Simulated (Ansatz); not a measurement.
Cost and result for the atomization energy of C2HBrCl2 (`ClC(Cl)=CBr`) (6 atoms, 5 bonds).

Z-matrix (Å, degrees):
```
C
Cl 1 1.716
C 1 1.328 2 120.0
Cl 1 1.702 2 115.4 3 180.0
Br 3 1.860 1 124.2 2 180.0
H 3 1.080 1 120.7 2 -0.0
```

Total charge 0; spin multiplicity 1. Correlated methods include outer-core shells of Br, which these sets cover unevenly. Scalar relativity is left out up to krypton. All single points use the PBE0-D4/def2-TZVP geometry. Program: Ansatz. All runs use 4 threads of an Arm Neoverse V2 on a shared host. Times are those of one run each, without the atoms' runs, and a repeat can differ threefold. Electronic energies, without spin–orbit coupling; frozen cores. CCSD(T)/CBS adds CCSD(T) − MP2 in def2-TZVPP to the MP2 limit, and its time is that of the two runs behind it. T1 = 0.009; the RHF reference is unstable towards UHF. With those shells the extrapolation isn't a true limit. B3LYP takes the VWN-RPA correlation (the form of Gaussian; ORCA's B3LYP/G). HSE06 is the plane-wave form, built on full-range PBE exchange.

CCSD(T)/CBS is a level of theory with its own doubt, some kJ/mol a heavy atom from the limit and from the frozen cores, so smaller differences don't rank the functionals.

| level | functions | wall time | atomization (kcal/mol) | difference from CCSD(T)/CBS | per bond |
| --- | --- | --- | --- | --- | --- |
| LDA (SPW92)/def2-TZVPP | 208 | 1.1 s | 590.2 | 105.2 | 21.0 |
| BLYP-D4/def2-TZVPP | 208 | 1.8 s | 485.1 | 0.1 | 0.0 |
| revPBE-D4/def2-TZVPP | 208 | 1.9 s | 497.1 | 12.1 | 2.4 |
| HSE06-D4/def2-TZVPP | 208 | 3.5 s | 497.4 | 12.4 | 2.5 |
| CAM-B3LYP-D4/def2-TZVPP | 208 | 3.7 s | 479.1 | -5.9 | -1.2 |
| CCSD(T)/def2-SVP | 101 | 4.3 s | 450.2 | -34.8 | -6.9 |
| B3LYP-D4/def2-TZVPP (with forces) | 208 | 4.7 s | 480.0 | -5.0 | -1.0 |
| B2PLYP/def2-TZVPP | 208 | 5 s | 475.9 | -9.1 | -1.8 |
| PBE-QIDH/def2-TZVPP | 208 | 5.5 s | 488.3 | 3.3 | 0.7 |
| ωB97X-V/def2-TZVPP | 208 | 7.5 s | 484.4 | -0.6 | -0.1 |
| MP2/def2-QZVPP | 373 | 18 s | 502.5 | 17.5 | 3.5 |
| CCSD(T)/def2-TZVPP | 208 | 110 s | 467.4 | -17.6 | -3.5 |
| CCSD(T)/CBS(def2) | – | 2.1 min | 485.0 | 0.0 | 0.0 |

In def2-TZVPP, CCSD(T) changes the Hartree–Fock value by +150.0 kcal/mol (the triples alone add +15.5 kcal/mol) and MP2 by +174.8 kcal/mol; breaking electron pairs costs correlation energy, which Hartree–Fock lacks. Leaving LDA and LC-ωPBE aside and taking each functional with its dispersion term where it has one, the values, not all of them listed here, spread over 59.1 kcal/mol, from BHLYP-D4 to PBE-D4. LDA lies +80.5 kcal/mol from PBE without D4, its usual overbinding. From r2SCAN to r2SCAN0 (25 % exact exchange), in def2-TZVPP and without D4, the atomization energy moves by −14.5 kcal/mol: exact exchange takes away binding that semilocal exchange gives to molecules.
